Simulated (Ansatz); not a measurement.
Ansatz (a first-principles code) input (wB97M-V/def2-TZVPD):

Ansatz 0.2 input:
```yaml
crystal:
  periodic: [false, false, false]
  atoms:
    - {symbol: Ag, position_ang: [-0.00000000, -0.00000000, -0.65217153]}
    - {symbol: Cl, position_ang: [0.00000000, 0.00000000, 1.80306248]}
basis:
  gaussian:
    orbitals: def2-TZVPD
hamiltonian:
  xc: {name: wB97M-V}
total_charge: 1
magnetization: {spin_polarized: true, initial_magnetization: 1}
output: {forces: true}
```

Output:

```
Functional definition: wB97M-V
integrals: 0.04 GiB planned
633 factors; their error is unknown
integrals: 0.07 GiB planned
135 factors; integrals over basis functions are off by at most 5.7e-5 eV
mean field: 0.49 GiB planned
mean field evaluation 1: about -16504.9193 eV, gradient 4.8e1 eV
mean field evaluation 2: about -16498.3023 eV, gradient 7.0e1 eV
mean field evaluation 4: about -16511.3394 eV, gradient 1.5e0 eV
mean field evaluation 8: about -16511.4133 eV, gradient 9.3e-2 eV
mean field evaluation 16: about -16511.4136 eV, gradient 2.6e-4 eV
mean field -16511.41361006 eV, -606.7832583316 hartree, gradient 8.1e-6 eV, S^2 0.752760; 1 other end points of the search recorded, 0 dependent functions left out
the calculation of the forces begins
reference -16511.41364745 eV, -606.7832597055 hartree; 18, 17 occupied and 68, 69 virtual orbitals, 633 factors
Total energy: -16511.41364745 eV, -606.7832597055 hartree
Atom 0 at    -0.000000    -0.000000    -0.652172 Å, force    -0.000000    -0.000000    -0.155999 eV/Å
Atom 1 at     0.000000     0.000000     1.803062 Å, force     0.000000     0.000000     0.155999 eV/Å
Dipole moment:    -0.000000     0.000000    -0.215295 e Å
```

The spin state was set by rule; other spins were not relaxed.
